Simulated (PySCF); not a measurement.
PySCF input for B(OH)(OMe)(NH2) (CH6BNO2), SMILES COB(N)O, TDDFT-PBE0/def2-SVPD. The structure is a stationary point at PBE0-D3(BJ)/def2-SVP. Other conformers were not sampled.

```python
import numpy as np
from pyscf import gto, scf, dft, tdscf

mol = gto.M(
    atom='''
    B    -0.05933260   -0.52133871   -0.00000000
    O    -0.85599818   -1.63590156   -0.00000000
    H    -0.35970620   -2.45644819   -0.00000000
    O    -0.73162205    0.67135312    0.00000000
    C    -0.05917164    1.88895916    0.00000000
    H     0.57901223    2.01745708   -0.89530747
    H    -0.79883769    2.70346800    0.00000000
    H     0.57901223    2.01745708    0.89530747
    N     1.36011054   -0.58345073   -0.00000000
    H     1.94773858    0.23707368    0.00000000
    H     1.88466174   -1.44552646   -0.00000000
    ''',
    basis='def2-SVPD',
    charge=0,
    spin=0,
    symmetry=True,
    max_memory=1600,
    verbose=4,
)
mf = dft.RKS(mol, xc='pbe0').density_fit(auxbasis='def2-universal-jkfit')
mf.grids.level = 3
mf.conv_tol = 1e-9
mf.max_cycle = 100
mf.kernel()
mf.grids = dft.Grids(mol).set(level=1).build(with_non0tab=True)  # coarser grid for the response kernel
td = tdscf.TDDFT(mf)
td.singlet = True
td.nstates = 10
td.conv_tol = 1e-4
td.positive_eig_threshold = 1e-6
td.kernel(x0=td.get_init_guess(mf, 15))
td.analyze()
tt = tdscf.TDA(mf)
tt.singlet = False
tt.nstates = 4
tt.conv_tol = 1e-4
tt.positive_eig_threshold = 1e-6
tt.kernel(x0=tt.get_init_guess(mf, 9))
tt.analyze(verbose=3)
```

Program output:

```
PySCF version 2.14.0

[INPUT] verbose = 4
[INPUT] num. atoms = 11
[INPUT] num. electrons = 40
[INPUT] charge = 0
[INPUT] spin (= nelec alpha-beta = 2S) = 0
[INPUT] symmetry True subgroup None
[INPUT] Mole.unit = angstrom
[INPUT] Symbol           X                Y                Z      unit          X                Y                Z       unit  Magmom
[INPUT]  1 B     -0.059332600000  -0.521338710000   0.000000000000 AA   -0.112122364258  -0.985187380034   0.000000000000 Bohr   0.0
[INPUT]  2 O     -0.855998180000  -1.635901560000   0.000000000000 AA   -1.617602123326  -3.091405915149   0.000000000000 Bohr   0.0
[INPUT]  3 H     -0.359706200000  -2.456448190000   0.000000000000 AA   -0.679746203308  -4.642014318284   0.000000000000 Bohr   0.0
[INPUT]  4 O     -0.731622050000   0.671353120000   0.000000000000 AA   -1.382565301193   1.268673529672   0.000000000000 Bohr   0.0
[INPUT]  5 C     -0.059171640000   1.888959160000   0.000000000000 AA   -0.111818193941   3.569615472888   0.000000000000 Bohr   0.0
[INPUT]  6 H      0.579012230000   2.017457080000  -0.895307470000 AA    1.094174537474   3.812441349265  -1.691885915577 Bohr   0.0
[INPUT]  7 H     -0.798837690000   2.703468000000   0.000000000000 AA   -1.509584452080   5.108814106526   0.000000000000 Bohr   0.0
[INPUT]  8 H      0.579012230000   2.017457080000   0.895307470000 AA    1.094174537474   3.812441349265   1.691885915577 Bohr   0.0
[INPUT]  9 N      1.360110540000  -0.583450730000   0.000000000000 AA    2.570236419734  -1.102562086878   0.000000000000 Bohr   0.0
[INPUT] 10 H      1.947738580000   0.237073680000   0.000000000000 AA    3.680692478449   0.448004326543   0.000000000000 Bohr   0.0
[INPUT] 11 H      1.884661740000  -1.445526460000   0.000000000000 AA    3.561494526046  -2.731649115212   0.000000000000 Bohr   0.0

nuclear repulsion = 176.221824480717
point group symmetry = Cs
symmetry origin: [-4.72431605e-10 -1.41729459e-09  0.00000000e+00]
symmetry axis x: [ 1.00000000e+00 -4.53122174e-10 -8.23473066e-19]
symmetry axis y: [-4.53122174e-10 -1.00000000e+00  7.22086282e-19]
symmetry axis z: [-1.13769822e-18  7.22086282e-19  1.00000000e+00]
num. orbitals of irrep A' = 106
num. orbitals of irrep A" = 48
number of shells = 66
number of NR pGTOs = 216
number of NR cGTOs = 154
basis = def2-SVPD
ecp = {}


[settings echo left out]
init E= -271.874642190822
HOMO (A") = -0.334081549272068  LUMO (A') = -0.0295534932754093  gap/eV = 8.28663
cycle= 1 E= -271.283771964819  delta_E= 0.591  |g|= 0.828  |ddm|= 4.58
HOMO (A") = -0.160617372912795  LUMO (A') = 0.00698568038147585  gap/eV = 4.56071
cycle= 2 E= -271.125485724669  delta_E= 0.158  |g|= 1.23  |ddm|= 1.75
HOMO (A") = -0.279268649189466  LUMO (A') = -0.00047717009386572  gap/eV = 7.58630
cycle= 3 E= -271.417966212855  delta_E= -0.292  |g|= 0.0941  |ddm|= 1.01
HOMO (A") = -0.292404489199542  LUMO (A') = -0.00103928468876369  gap/eV = 7.92845
cycle= 4 E= -271.419240552312  delta_E= -0.00127  |g|= 0.0489  |ddm|= 0.115
HOMO (A") = -0.285954111969164  LUMO (A') = 0.000250273801683853  gap/eV = 7.78802
cycle= 5 E= -271.419739592927  delta_E= -0.000499  |g|= 0.00599  |ddm|= 0.0437
HOMO (A") = -0.286410905925899  LUMO (A') = 6.61100836172324e-05  gap/eV = 7.79544
cycle= 6 E= -271.419747026628  delta_E= -7.43e-06  |g|= 0.00157  |ddm|= 0.00859
HOMO (A") = -0.286531424171558  LUMO (A') = 4.46605067327965e-05  gap/eV = 7.79813
cycle= 7 E= -271.419747604302  delta_E= -5.78e-07  |g|= 0.00045  |ddm|= 0.00232
HOMO (A") = -0.286508523605494  LUMO (A') = 4.45493033329747e-05  gap/eV = 7.79751
cycle= 8 E= -271.419747639573  delta_E= -3.53e-08  |g|= 0.000213  |ddm|= 0.00061
HOMO (A") = -0.286512689127632  LUMO (A') = 4.63761750508773e-05  gap/eV = 7.79767
cycle= 9 E= -271.419747647894  delta_E= -8.32e-09  |g|= 3.11e-05  |ddm|= 0.000197
HOMO (A") = -0.286511468346755  LUMO (A') = 4.62537613699077e-05  gap/eV = 7.79763
cycle= 10 E= -271.419747648086  delta_E= -1.92e-10  |g|= 9.53e-06  |ddm|= 5.94e-05
HOMO (A") = -0.286512719438597  LUMO (A') = 4.61261254645073e-05  gap/eV = 7.79766
Extra cycle  E= -271.419747648081  delta_E= 5.23e-12  |g|= 1.12e-05  |ddm|= 2.57e-05
converged SCF energy = -271.419747648081
tot grids = 40672
Overwritten attributes  positive_eig_threshold  of <class 'pyscf.tdscf.rks.TDDFT'>


******** <class 'pyscf.tdscf.rks.TDDFT'> for <class 'pyscf.df.df_jk.DFSymAdaptedRKS'> ********
nstates = 10 singlet
deg_eia_thresh = 1.000e-03
wfnsym = None
conv_tol = 0.0001
eigh lindep = 1e-12
eigh level_shift = 0
eigh max_cycle = 100


Excitation energies (eV)
[6.49019919 7.13182302 7.61430436 7.92492704 8.06702285 8.28758143
 8.67372195 8.78099021 8.86201452 8.93241068]

** Singlet excitation energies and oscillator strengths **
Excited State   1:   A"      6.49020 eV    191.03 nm  f=0.0232
      19 -> 21        0.12498
      20 -> 21       -0.68916
Excited State   2:   A"      7.13182 eV    173.85 nm  f=0.0086
      19 -> 21        0.67879
      20 -> 21        0.12547
      20 -> 22       -0.11499
Excited State   3:   A"      7.61430 eV    162.83 nm  f=0.0106
      19 -> 21       -0.11094
      20 -> 22       -0.67888
      20 -> 26       -0.10034
Excited State   4:   A'      7.92493 eV    156.45 nm  f=0.0014
      18 -> 21       -0.69655
Excited State   5:   A"      8.06702 eV    153.69 nm  f=0.0000
      16 -> 21        0.12601
      19 -> 22       -0.63811
      20 -> 23        0.24260
Excited State   6:   A"      8.28758 eV    149.60 nm  f=0.0033
      19 -> 22       -0.23579
      20 -> 23       -0.62792
      20 -> 24       -0.12096
      20 -> 26        0.11234
Excited State   7:   A"      8.67372 eV    142.94 nm  f=0.0049
      19 -> 23       -0.22099
      20 -> 24       -0.59806
      20 -> 26       -0.24717
Excited State   8:   A'      8.78099 eV    141.20 nm  f=0.0296
      17 -> 21        0.18906
      18 -> 22        0.65786
      20 -> 25        0.11398
Excited State   9:   A"      8.86201 eV    139.91 nm  f=0.0000
      16 -> 21        0.10644
      19 -> 23       -0.41571
      20 -> 23       -0.12829
      20 -> 24        0.32568
      20 -> 26       -0.40957
Excited State  10:   A"      8.93241 eV    138.80 nm  f=0.0095
      16 -> 21       -0.14182
      19 -> 23       -0.40326
      19 -> 24       -0.39944
      20 -> 26        0.30863
      20 -> 28        0.15469
      20 -> 29        0.10734

** Transition electric dipole moments (AU) **
state          X           Y           Z        Dip. S.      Osc.
  1         0.0000      0.0000     -0.3816      0.1456      0.0232
  2        -0.0000      0.0000      0.2215      0.0490      0.0086
  3        -0.0000      0.0000      0.2379      0.0566      0.0106
  4         0.0862      0.0049     -0.0000      0.0074      0.0014
  5         0.0000     -0.0000     -0.0078      0.0001      0.0000
  6        -0.0000      0.0000      0.1276      0.0163      0.0033
  7         0.0000     -0.0000     -0.1521      0.0231      0.0049
  8        -0.3677     -0.0489      0.0000      0.1376      0.0296
  9         0.0000     -0.0000     -0.0056      0.0000      0.0000
 10         0.0000     -0.0000      0.2083      0.0434      0.0095

** Transition velocity dipole moments (imaginary part, AU) **
state          X           Y           Z        Dip. S.      Osc.
  1         0.0000      0.0000     -0.1028      0.0106      0.0295
  2         0.0000      0.0000      0.0589      0.0035      0.0088
  3        -0.0000     -0.0000      0.0712      0.0051      0.0121
  4         0.0271      0.0006      0.0000      0.0007      0.0017
  5         0.0000     -0.0000     -0.0002      0.0000      0.0000
  6        -0.0000     -0.0000      0.0421      0.0018      0.0039
  7        -0.0000      0.0000     -0.0558      0.0031      0.0065
  8        -0.1255     -0.0133      0.0000      0.0159      0.0329
  9        -0.0000     -0.0000      0.0003      0.0000      0.0000
 10         0.0000      0.0000      0.0701      0.0049      0.0100

** Transition magnetic dipole moments (imaginary part, AU) **
state          X           Y           Z
  1         0.0258     -0.6070     -0.0000
  2        -0.0467      0.0170     -0.0000
  3        -0.0481      0.0703      0.0000
  4        -0.0000     -0.0000     -0.6503
  5        -0.7152      0.1007      0.0000
  6        -0.0153     -0.3987      0.0000
  7        -0.0501     -0.4699      0.0000
  8         0.0000      0.0000     -0.4610
  9        -0.0753      0.2080      0.0000
 10         0.3883     -0.1692      0.0000
Overwritten attributes  positive_eig_threshold  of <class 'pyscf.tdscf.rks.TDA'>


******** <class 'pyscf.tdscf.rks.TDA'> for <class 'pyscf.df.df_jk.DFSymAdaptedRKS'> ********
nstates = 4 triplet
deg_eia_thresh = 1.000e-03
wfnsym = None
conv_tol = 0.0001
eigh lindep = 1e-12
eigh level_shift = 0
eigh max_cycle = 100


Excitation energies (eV)
[6.24128535 7.00196324 7.4973312  7.81189722]

** Triplet excitation energies and oscillator strengths **
Excited State   1:   A"      6.24129 eV    198.65 nm  f=0.0000
Excited State   2:   A"      7.00196 eV    177.07 nm  f=0.0000
Excited State   3:   A"      7.49733 eV    165.37 nm  f=0.0000
Excited State   4:   A'      7.81190 eV    158.71 nm  f=0.0000
```

The run converged.

Cost: about 4 core-minutes (a rough figure).
